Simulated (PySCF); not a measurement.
F2HS, SMILES [SH+](F)F, charge +1. Atoms are numbered in the order given.

```xyz
4

F     -0.0306     0.4747    -1.1919
S      0.1087    -0.4767     0.0000
F     -0.0306     0.4747     1.1919
H     -1.1876    -0.9182     0.0000
```
Charge +1, spin multiplicity 1.

Coordinates come from a TPSSh-D3(BJ)/def2-TZVP optimisation. The isomer is the one that the SMILES or the coordinates give; other isomers of the formula were not compared.

Computed with TPSSh-D3(BJ)/def2-TZVP (PySCF 2.14.0).

Frequencies are harmonic and unscaled.

| mode | ν (cm⁻¹) | IR (km/mol) | Raman (Å⁴/amu) | depolarisation | moving atoms (share of kinetic energy) |
|---|---|---|---|---|---|
| 1 | 379 | 14.4 | 1.6 | 0.71 | F 80 %, S 18 % |
| 2 | 927 | 75.8 | 9.1 | 0.13 | F 65 %, S 35 % |
| 3 | 954 | 142.6 | 4.6 | 0.75 | F 55 %, S 43 % |
| 4 | 1062 | 14.7 | 7.2 | 0.75 | H 93 % |
| 5 | 1071 | 29.6 | 7.9 | 0.70 | H 86 % |
| 6 | 2499 | 20.5 | 96.4 | 0.27 | H 97 % |
